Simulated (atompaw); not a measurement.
# PBE PAW (atompaw) dataset for Rh (Z = 45), scalar-relativistic all-electron reference.

```
Element                 : Rh (Z = 45)
Generator               : atompaw 4.2.0.5
Type                    : PAW
Functional              : PBE
Relativity              : scalar-relativistic
Frozen core             : [Ar] 3d10
Valence charge          : 17
Reference configuration : 4s2 4p6 4d8 5s1 5p0
Partial waves           : 4s (bound): rc 1.35 bohr; 5s (bound): rc 1.80 bohr; 4p (bound): rc 1.35 bohr; 5p (bound, empty): rc 1.70 bohr; 4d (bound): rc 1.80 bohr; 4d channel at 0.75 Ry: rc 1.80 bohr
Local potential         : troulliermartins scheme with l = 3 at 0 Ry, radius 1.25 bohr
Core correction         : smooth core density matched at 1.00 bohr
Augmentation charge     : besselshape compensation charge, radius 1.50 bohr; PAW radius 1.80 bohr; waves and projectors: custom polynom2 7 10 vanderbiltortho
```

All-electron outer shells of the reference configuration (PBE, scalar-relativistic, ld1.x):

```json
{"shell": "3p", "level (eV)": "-482.86", "outermost node (bohr)": "0.15", "outermost maximum (bohr)": "0.34"}
{"shell": "3d", "level (eV)": "-300.61", "outermost node (bohr)": "–", "outermost maximum (bohr)": "0.29"}
{"shell": "4s", "level (eV)": "-82.49", "outermost node (bohr)": "0.47", "outermost maximum (bohr)": "0.88"}
{"shell": "4p", "level (eV)": "-50.42", "outermost node (bohr)": "0.47", "outermost maximum (bohr)": "0.94"}
{"shell": "4d", "level (eV)": "-5.94", "outermost node (bohr)": "0.46", "outermost maximum (bohr)": "1.14"}
{"shell": "5s", "level (eV)": "-4.30", "outermost node (bohr)": "1.19", "outermost maximum (bohr)": "2.63"}
{"shell": "5p", "level (eV)": "-0.85", "outermost node (bohr)": "1.35", "outermost maximum (bohr)": "3.93"}
```

Estimate the cutoffs (Ry, on a coarse ladder) from which the occupation-weighted sum of valence levels, in a spherical-Bessel basis at the reference potential, stays within 10 and 1 mRy of its value at 400 Ry.

110 Ry and 300 Ry.

Does the potential have ghost states?

No extra level below or beside the all-electron valence levels (s, p, d, f tested). The logarithmic derivative shows an extra or strongly shifted pseudo pole above the reference energy (s near 1.32 Ry).

Is the overlap operator S = 1 + Σ q|β⟩⟨β| positive definite (Bessel basis up to 400 Ry)?

Yes: its lowest eigenvalue is 0.67 (s channel).

Which valence shell sets the plane-wave cutoff?

4p: its level needs 160 Ry to come within 1 mRy, against 25 Ry for 4s.
